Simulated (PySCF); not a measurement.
Computed IR spectrum (relative IR intensity) of a molecule CH₆O₂Si₃. The structure is a stationary point at B3LYP-D3(BJ)/def2-SVP. One conformer was computed; it need not be the lowest. Computed with B3LYP-D3(BJ)/def2-SVP in PySCF. Frequencies are harmonic and unscaled.

ν (cm⁻¹): 410 (w), 580 (vw), 655 (w), 678 (vw), 723 (m), 755 (m), 858 (m), 873 (vs), 939 (m), 963 (s), 1071 (s), 1878 (vs), 2214 (m), 2219 (w), 2228 (m), 2234 (m), 2245 (m), 2255 (m) (against the strongest line: vs over 80 %, s over 45 %, m over 15 %, w over 4 %, vw less)

Pick the molecule that these values belong to.
(A) O=C1[SiH2][SiH](O)[SiH2]1
(B) O=C1[SiH2][SiH2][Si@H]1O
(C) O=C1O[SiH2][Si@H]1[SiH3]
(D) O=C1[SiH2]O[SiH2][SiH2]1

C, O=C1O[SiH2][Si@H]1[SiH3]
